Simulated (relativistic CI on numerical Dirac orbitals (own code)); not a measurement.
Hyperfine structure of Hf51+, mass number 179

Method of calculation: Dirac-Coulomb-Breit CI, separate exchange-only KLI orbitals for each configuration, QED by a radiative potential, unscaled Slater integrals (own radial code, finite nucleus).

Configuration list (outside the closed core [Ne]): 3s2.3p6.3d3, 3s2.3p5.3d4, 3s.3p6.3d4, 3s2.3p6.3d2.4s, 3s2.3p6.3d2.4p, 3s2.3p6.3d2.4d, 3s2.3p5.3d3.4s, 3s2.3p6.3d2.4f, 3s2.3p5.3d3.4p, 3s.3p6.3d3.4s, 3p6.3d4.4p, 3p6.3d5, 3p5.3d6, 3p5.3d5.4s, 3p6.3d4.4s, 3p5.3d4.4s2, 3s2.3p6.3d.4s2, 3s2.3p6.4s2.4p, 3s2.3p6.4s2.4d. Double excitations out of closed p, d and f shells are left out; levels of such configurations are missing from the list, as are those of other unlisted configurations, and high levels can miss mixing partners. These lack a partner that the ground configuration has and come out too high: 3s2.3p5.3d3.4p.

Nuclear spin I = 9/2, μ = -0.6389 μN, Q = 3.79 b (tables of Stone and Pyykkö). The electronic factors are computed for point nuclear moments, without core polarisation or the Bohr-Weisskopf and QED corrections.

```tsv
Level	E (cm⁻¹)	A (MHz)	B (MHz)
3s2.3p6.3d3 4F_5/2	453903	-8043	-117000
3s2.3p6.3d3 4P_1/2	549743	5127	
3s2.3p6.3d3 4F_7/2	979907	-6607	-23200
3s2.3p6.3d3 4F_9/2	1015470	-6914	77500
3s2.3p6.3d3 2P_1/2	1083903	2179	
3s2.3p6.3d3 2H_11/2	1091959	-7738	482000
```

Levels with J = 0, under 50 % of one LS term, or S terms without an open s electron are left out. Small factors come from cancelling terms and can be off by tens of per cent or more.

At this charge energies of transitions that change n are usually good to better than 1 %, and those within a shell (Δn = 0) to a few per cent.

**Question.** Give the hyperfine levels of 3s2.3p6.3d3 4F_5/2 relative to its centre of gravity.

**Answer.** With K = F(F + 1) − I(I + 1) − J(J + 1), E = AK/2 + B[¾K(K + 1) − I(I + 1)J(J + 1)]/[2I(2I − 1)J(2J − 1)]: F = 2: 56910, F = 3: 67920, F = 4: 68930, F = 5: 48240, F = 6: -8808, F = 7: -119800 MHz.

LS names give the leading component of a level, which can be under half, so a name can repeat, a term be missing and a line seem to break the LS rules.
